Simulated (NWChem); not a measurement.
Species: BF2 cation

```xyz
3

F      0.0000     0.0000    -1.2264
B      0.0000     0.0000     0.0000
F      0.0000     0.0000     1.2264
```
Atoms are numbered in this order, from 1.

Program: NWChem. Coordinates come from a PBE0-D3(BJ)/def2-TZVP optimisation. B3LYP is NWChem's, with the RPA form of VWN correlation.

For level BP86/def2-SVP:

```yaml
highest occupied level (eV): -20.71
orbital gap (eV): 11.31
```

Question: How do the values read with level B3LYP/def2-SVP instead?

Answer: 
- highest occupied level (eV): -22.39
- orbital gap (eV): 13.67
